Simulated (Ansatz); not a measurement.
The cluster MgZn2⁺. The state is a doublet with charge 1. Geometry PBE/def2-TZVP; atoms count from 1.

```xyz
3

Mg   -1.347   -1.916    1.449
Zn    0.017    0.033   -0.022
Zn    1.330    1.883   -1.427
```

The structure comes from a short search, and lower isomers may exist.

Question: Estimate the Mulliken populations from the PBE0/def2-TZVP orbitals of Ansatz.

Answer: 
| atom | charge (e) | spin (α − β) | d electrons |
| --- | --- | --- | --- |
| Mg1 | 0.37 | 0.57 | – |
| Zn2 | 0.33 | 0.17 | 10.00 |
| Zn3 | 0.30 | 0.26 | 10.00 |
Mulliken values depend strongly on the basis.

Question: Where does the spin sit?

Answer: Summed by element: Mg 0.57, Zn 0.43, of 1 unpaired in all. Largest on single atoms: Mg1 0.57, Zn3 0.26, Zn2 0.17.

Question: And the Mayer bond orders between heavy atoms (over 0.3)?

Answer: Mg1–Zn2 0.73 (2.80 Å); Zn2–Zn3 0.50 (2.67 Å).
